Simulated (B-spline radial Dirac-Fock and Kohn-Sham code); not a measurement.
La 5p3/2: cross section and angular parameters

System: the free lanthanum atom, [Xe] 5d1 6s2; threshold 24.99 eV (orbital energy of the model). Level of theory: Dirac-Hartree-Slater photoionisation with a Latter tail; cross sections with all multipoles, angular parameters from the dipole term and its interference with E2; a B-spline atomic structure program.

Input of the calculation (task.json; shells as n, l, electrons):

```json
{"items": [{
  "Z": 57,
  "q": 0,
  "cfg": [[1, 0, 2], [2, 0, 2], [2, 1, 6], [3, 0, 2], [3, 1, 6], [3, 2, 10], [4, 0, 2], [4, 1, 6], [4, 2, 10], [5, 0, 2], [5, 1, 6], [5, 2, 1], [6, 0, 2]],
  "A": 139,
  "rrms": 4.855,
  "do": "xps",
  "hv": [65.1, 80, 84.4, 88.3, 108.0, 122.0, 133.0, 134.0, 136.0, 200, 300, 327.0, 390.0, 400, 600, 619.0, 1000, 1010.0, 1220.0, 1470.0, 2000, 2530.0, 3100.0, 3110.0, 3590.0, 4550.0, 4930.0, 8047.8, 8320.0, 13800.0],
  "edges": {"K": 38925.0, "L1": 6266.0, "L2": 5891.0, "L3": 5483.0, "M1": 1362.0, "M2": 1209.0, "M3": 1128.0, "M4": 853.0, "M5": 836.0, "N1": 274.7, "N2": 205.8, "N3": 196.0, "N4": 105.3, "N5": 102.5}
}]}
```

Run with: `python xray2_run.py task.json out`

For linearly polarised light dσ/dΩ = σ/(4π) [1 + β P₂(cos θ) + (δ + γ cos²θ) sin θ cos φ], with θ from the polarisation vector and φ the angle between the beam and the projection of the electron momentum on the plane normal to the polarisation.

```
hν (eV)  σ (kb)       β       γ       δ
   65.1     464   0.269   0.270  -0.030
     80     307  -0.118   0.128  -0.014
   84.4     282  -0.159   0.088  -0.008
   88.3     264  -0.174   0.057  -0.004
    108     205  -0.085  -0.041   0.014
    122     179   0.051  -0.060   0.022
    133     164   0.168  -0.057   0.026
    134     163   0.179  -0.057   0.026
    136     161   0.200  -0.055   0.027
    200     108   0.719   0.062   0.028
    300    68.6   1.135   0.189   0.017
    327    61.8   1.204   0.205   0.015
    390    49.6   1.327   0.221   0.010
    400    48.0   1.343   0.221   0.009
    600    27.6   1.543   0.173   0.002
    619    26.3   1.555   0.165   0.002
   1000    12.5   1.684   0.035   0.000
   1010    12.3   1.686   0.033   0.000
   1220       ?       ?       ?       ?
   1470    6.37   1.730  -0.031   0.001
   2000    3.55   1.737  -0.012   0.002
   2530    2.21   1.728   0.055   0.004
   3100    1.44   1.710   0.152   0.006
   3110    1.43   1.710   0.154   0.006
   3590    1.05   1.692   0.245   0.007
   4550   0.616   1.655   0.433   0.012
   4930   0.511   1.640   0.507   0.014
 8047.8   0.153   1.521   1.037   0.034
   8320   0.140   1.512   1.077   0.036
  13800  0.0355   1.341   1.716   0.083
```

Q: Give the values at 1220 eV.

A: σ = 8.89 kb, β = 1.713, γ = -0.008, δ = 0.000.
